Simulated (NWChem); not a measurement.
System: CH$_{3}$FO$_{3}$Si; SMILES O[Si]1(OCO1)F

```xyz
9

O      1.3025    -1.3572     0.0000
Si     0.0139    -0.3602     0.0000
F     -1.2970    -1.2774     0.0000
O      0.0060     0.8801    -1.1125
C     -0.0178     1.8003     0.0000
O      0.0060     0.8801     1.1125
H      1.1368    -2.3100     0.0000
H      0.8737     2.4340     0.0000
H     -0.9393     2.3901     0.0000
```
Atoms are numbered in this order, from 1.

Program: NWChem. Medium grid unless said otherwise, to which SCAN and Minnesota functionals are sensitive. Geometry: optimised at B3LYP/6-31G* (spherical d).

Question: Among these, which level gives the lowest value of “highest occupied level (eV)”?
(A) r2SCAN/def2-TZVP
(B) PW6B95/def2-TZVP
(C) TPSSh/def2-TZVP
(D) PBE/def2-TZVP

Answer: B, PW6B95/def2-TZVP. Values: PW6B95/def2-TZVP -8.98; TPSSh/def2-TZVP -7.97; r2SCAN/def2-TZVP -7.50; PBE/def2-TZVP -7.17
